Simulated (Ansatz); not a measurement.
```yaml
crystal:
  periodic: [false, false, false]
  atoms:
    - {symbol: C, position_ang: [-0.696954, 3.802490, 0.695618]}
    - {symbol: In, position_ang: [0.164165, -0.335831, 0.354182]}
    - {symbol: N, position_ang: [1.490197, -2.089161, -2.372114]}
    - {symbol: S, position_ang: [-1.279074, -3.239391, 4.138908]}
    - {symbol: H, position_ang: [1.244414, 4.765649, 0.472021]}
    - {symbol: H, position_ang: [-1.504980, 4.076774, -0.731458]}
    - {symbol: H, position_ang: [-1.468356, 3.952376, 2.157860]}
    - {symbol: H, position_ang: [1.277823, -4.137639, -2.920922]}
    - {symbol: H, position_ang: [1.612264, -1.396249, -4.386024]}
    - {symbol: H, position_ang: [-0.411768, -5.165473, 2.683819]}
basis:
  gaussian: {orbitals: def2-TZVPD}
hamiltonian: {xc: {name: r2SCAN50}}
scf: {lower_state_search: full}
output: {forces: true}
```

```sh
$ ansatz run in.yaml --threads 4 --pin off --events-out ev --progress --plain --max-ram 10444MiB
```

Shortened log:

```
Functional definition: r2SCAN50
1629 factors; their error is unknown
mean field evaluation 1: about -18578.3977 eV, gradient 7.4e1 eV
mean field evaluation 2: about -18203.4669 eV, gradient 2.1e2 eV
mean field evaluation 4: about -18490.8218 eV, gradient 1.2e2 eV
mean field evaluation 8: about -18583.6304 eV, gradient 5.0e1 eV
mean field evaluation 16: about -18599.4560 eV, gradient 2.4e-1 eV
mean field evaluation 32: about -18599.6296 eV, gradient 6.4e-5 eV
mean field -18599.62960879 eV, -683.5237808411 hartree, gradient 1.1e-7 eV, S^2 0.000000; 8 other end points of the search recorded, 0 dependent functions left out
reference -18599.62962997 eV, -683.5237816196 hartree; 28, 28 occupied and 202, 202 virtual orbitals, 1629 factors
Total energy: -18599.62962997 eV, -683.5237816196 hartree
Atom 0 at    -0.696954     3.802490     0.695618 Å, force    -1.048074     1.257548    -0.438507 eV/Å
Atom 1 at     0.164165    -0.335831     0.354182 Å, force     0.112410    -0.387009    -0.496752 eV/Å
Atom 2 at     1.490197    -2.089161    -2.372114 Å, force    -0.121701    -1.803129    -3.441545 eV/Å
Atom 3 at    -1.279074    -3.239391     4.138908 Å, force     1.064662    -2.005202    -1.858290 eV/Å
Atom 4 at     1.244414     4.765649     0.472021 Å, force    -2.610662    -1.116585     0.397280 eV/Å
Atom 5 at    -1.504980     4.076774    -0.731458 Å, force     1.863884    -0.445517     4.217627 eV/Å
Atom 6 at    -1.468356     3.952376     2.157860 Å, force     1.830821     0.019134    -4.189055 eV/Å
Atom 7 at     1.277823    -4.137639    -2.920922 Å, force     0.225470     3.442791     0.861261 eV/Å
Atom 8 at     1.612264    -1.396249    -4.386024 Å, force    -0.333119    -1.172690     3.305270 eV/Å
Atom 9 at    -0.411768    -5.165473     2.683819 Å, force    -0.983692     2.210659     1.642710 eV/Å
Dipole moment:    -0.129191     1.540215    -0.177913 e Å
```

Task: Something in this input is off. What?

Result: The coordinates are in bohr but typed as ångström. The calculation finished and met its thresholds. The result belongs to that input, not to the molecule as meant.
